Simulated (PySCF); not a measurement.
H6O3Si2, SMILES O[SiH](O)[SiH2]O. Geometry optimised at PBE-D3(BJ)/def2-SVP. Other conformers were not sampled.

Problem. Give the equilibrium geometry at PBE-D3(BJ)/def2-SVP (PySCF confirms it by a frequency run) as bond lengths and angles. (An estimate is asked for; the answer gives what the named calculation found.)

Solution. One answer among several that fit: 
Atoms: O1 Si2 Si3 O4 O5 H6 H7 H8 H9 H10 H11. Bonds (Å): O1–Si2 1.709, O1–H6 0.973, Si2–Si3 2.350, Si2–H7 1.509, Si2–H8 1.511, Si3–O4 1.680, Si3–O5 1.683, Si3–H9 1.503, O4–H10 0.983, O5–H11 0.974. Bond angles (°): Si2–O1–H6 117.2, O1–Si2–Si3 95.3, O1–Si2–H7 111.4, O1–Si2–H8 111.1, Si3–Si2–H7 116.5, Si3–Si2–H8 115.1, H7–Si2–H8 107.2, Si2–Si3–O4 100.7, Si2–Si3–O5 106.3, Si2–Si3–H9 119.0, O4–Si3–O5 114.7, O4–Si3–H9 106.5, O5–Si3–H9 109.7, Si3–O4–H10 109.2, Si3–O5–H11 114.8.
